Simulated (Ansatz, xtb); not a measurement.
# BH12NSi4: which of two isomers lies lower

Structure a is `BN([SiH3])[SiH2][SiH2][SiH3]`, a singlet and structure b is `BN([SiH2][SiH3])[SiH2][SiH3]`, a singlet. Both are isolated molecules in the gas phase, relaxed with PBE0-D4/def2-SVP; the shapes shown needn't be the lowest conformers.

a (Å):

| atom | x (Å) | y (Å) | z (Å) |
| --- | --- | --- | --- |
| B | -1.2863 | 0.7480 | -1.2282 |
| N | -1.2181 | 0.2299 | 0.0832 |
| Si | -0.2186 | 0.9702 | 1.3429 |
| Si | -2.1859 | -1.2255 | 0.4383 |
| Si | -1.6209 | -2.8773 | -1.1282 |
| Si | 0.6468 | -2.5171 | -1.6101 |
| H | -0.6754 | 1.7462 | -1.5367 |
| H | -1.9725 | 0.1746 | -2.0528 |
| H | 0.4510 | 2.1734 | 0.7780 |
| H | -1.0736 | 1.3510 | 2.5075 |
| H | 0.8004 | -0.0141 | 1.8171 |
| H | -1.7932 | -1.6804 | 1.8101 |
| H | -3.6408 | -0.8859 | 0.4601 |
| H | -1.8201 | -4.2366 | -0.5320 |
| H | -2.4467 | -2.7739 | -2.3708 |
| H | 1.4086 | -2.4128 | -0.3264 |
| H | 0.8034 | -1.2331 | -2.3605 |
| H | 1.2244 | -3.6273 | -2.4279 |

b (Å):

```xyz
18

B    -0.3375    1.0793   -1.5085
N    -1.1496    0.1914   -0.7696
Si   -1.4385    0.4031    0.9703
Si   -0.5256   -1.4065    2.1619
Si   -1.8177   -1.2270   -1.6158
Si   -0.1052   -2.7899   -1.9719
H     0.1594    2.0470   -0.9767
H    -0.1409    0.8588   -2.6871
H    -0.8069    1.6840    1.3999
H    -2.9119    0.4650    1.2255
H    -0.7549   -1.2152    3.6281
H     0.9446   -1.4980    1.9047
H    -1.1666   -2.6908    1.7398
H    -2.8703   -1.8168   -0.7288
H    -2.4542   -0.8022   -2.8969
H     0.5353   -3.1223   -0.6614
H     0.9323   -2.2079   -2.8771
H    -0.6417   -4.0457   -2.5825
```

Quicker runs give these differences E(b) − E(a): GFN2-xTB +0.024 eV; HF/STO-3G +0.076 eV (at GFN2-xTB geometries); r2SCAN-D4/def2-SVP +0.135 eV (at GFN2-xTB geometries).

Estimate E(b) − E(a) at the level CCSD(T)/def2-SVP + ΔMP2/def2-TZVPP.

Calculated at CCSD(T)/def2-SVP + ΔMP2/def2-TZVPP: E(b) − E(a) = +0.127 eV, so structure a lies lower.

The same difference at several levels:

```csv
level,geometry,E(b) − E(a) (eV),departure from the last row (eV),"job, with rough time for the two"
GFN2-xTB,GFN2-xTB,+0.024,−0.103,"optimisation, 0.79 s"
HF/STO-3G,GFN2-xTB,+0.076,−0.051,"single point, 0.72 s"
r2SCAN-D4/def2-SVP,GFN2-xTB,+0.135,+0.008,"single point, 9 s"
PBE0-D4/def2-SVP,PBE0-D4/def2-SVP,+0.119,−0.008,"optimisation, 3.1 min"
HF/def2-SVP,PBE0-D4/def2-SVP,+0.126,−0.001,part of the CCSD(T) run
MP2/def2-SVP,PBE0-D4/def2-SVP,+0.162,+0.035,part of the CCSD(T) run
CCSD(T)/def2-SVP,PBE0-D4/def2-SVP,+0.148,+0.021,single point
CCSD(T)/def2-SVP + ΔMP2/def2-TZVPP,PBE0-D4/def2-SVP,+0.127,,"single point, 2.3 min"
```

As drawn, both hold the same kinds of bond in the same numbers.

None of the levels shown reverses the order. The largest departure from CCSD(T)/def2-SVP + ΔMP2/def2-TZVPP is that of GFN2-xTB, 0.103 eV. The last row adds to CCSD(T) the change of the MP2 difference between the two basis sets, here −0.021 eV.

With thermal terms from frequencies at re-optimised GFN2-xTB minima (ideal gas, soft modes damped towards free rotors, one conformer each, 298.15 K, 1 atm): on the last row, ΔE + ΔZPE = +0.124, ΔH = +0.124, ΔG = +0.117 eV.

The correlated steps freeze 22 core orbitals. Programs: Ansatz 0.2.0, xtb 6.7.1; the last row on 2 threads of Arm Neoverse V2 on a shared host.
